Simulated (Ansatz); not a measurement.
Compare A (`C[SiH2]C(=S)S`) with its isomer B (`[SiH3]S/C=C/S`).

Calculated with Ansatz (gas phase, PBE0-D4/def2-TZVP geometries, no zero-point term in ΔE). CBS: MP2 limit from def2 TZ/QZ plus the TZ coupled-cluster correction, frozen cores. Functionals use def2-TZVPP. B3LYP here is the variant with VWN-RPA as its local correlation; programs differ in this. One conformer a species, not always the lowest.

**Question.** Which is lower in electronic energy at CCSD(T)/CBS, and by how much? (An estimate is asked.)

**Answer.** Ansatz gave: A, by 4.8 kcal/mol.

**Question.** Give E(B) − E(A) in kcal/mol with CCSD/def2-TZVPP, PBE-D4, CCSD(T)/def2-TZVPP, r2SCAN-D4, ωB97M-V, HF/def2-TZVPP, B3LYP-D4. (Estimate.)

**Answer.** The calculation gave: CCSD/def2-TZVPP 3.5, PBE-D4 6.2, CCSD(T)/def2-TZVPP 4.9, r2SCAN-D4 6.1, ωB97M-V 4.4, HF/def2-TZVPP -1.1, B3LYP-D4 5.2. The order is the other way round with HF/def2-TZVPP.

Largest T1 diagnostic: 0.016.

From PBE to PBE0 (25 % exact exchange), in def2-TZVPP and without D4, E(B) − E(A) moves by −1.7 kcal/mol. In def2-TZVPP, CCSD(T) changes the Hartree–Fock value by +6.0 kcal/mol (the triples alone add +1.5 kcal/mol) and MP2 by +7.0 kcal/mol.
